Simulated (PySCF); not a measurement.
# Which determinant of NaGa lies lowest?

Unrestricted PBE0; PySCF, scalar-relativistic core potentials, basis sets Na aug-cc-pVDZ, Ga aug-cc-pVDZ-PP with ECP10. Outer shells of the fragments: Na 3s1; Ga 3d10 4s2 4p1.

Followed along the bond (rough minima from three points):

```csv
2Ms+1,unpaired,⟨S²⟩ at the start,R at minimum (Å),Te (eV)
1,none,0.00,3.13,0.00
3,"σ ↑, π ↑",2.00,2.98,0.16
1,"σ ↑, π ↓",1.01,3.08,0.34
3,σ ↑↑,2.00,none in the scan,≤ 0.73
3,π ↑↑,2.00,none in the scan,≤ 1.13
```

Solutions found at the starting distance of 2.780 Å, counted from the lowest of them; the search is not exhaustive and high or unbound solutions are not listed, so other states can lie among these:

```csv
2Ms+1,unpaired,term,E (eV),⟨S²⟩,⟨Lz²⟩,μ (D)
1,none,¹Σ⁺,0.00,0.00,0.00,-2.12
3,"σ ↑, π ↑",³Π,0.06,2.00,1.00,-4.21
1,"σ ↑, π ↓",mixed,0.27,1.01,1.01,-3.76
3,π ↑↑,³Σ⁻,1.03,2.00,0.00,-6.96
3,σ ↑↑,³Σ⁺,1.07,2.00,0.00,4.15
1,π ↑↓,mixed,1.22,1.01,2.01,-6.71
1,none,mixed,1.76,0.00,2.00,-5.89
3,π ↑↑,mixed,3.00,2.00,2.01,3.44
3,"σ ↑, δ ↑",³Δ,3.96,2.00,4.00,-0.56
1,"σ ↑, δ ↓",mixed,3.99,1.00,4.00,-0.53
```

A term symbol is given only where ⟨S²⟩ and ⟨Lz²⟩ are close to those of a pure state; real π, δ and φ orbitals otherwise mix terms. A positive dipole means Na(−)Ga(+).

Compare the gap between the two lowest followed solutions at the starting distance with the gap between their minima.

At PBE0 the second solution (triplet, unpaired electrons σ ↑, π ↑) lies +0.06 eV from the first (singlet, closed shell) at 2.780 Å and +0.16 eV at the minima; the two curves relax by different amounts, since their minima lie near 2.98 and 3.13 Å.

Counting both spins, an empty level lies below a filled one in some of these solutions, because spin and occupation are held.
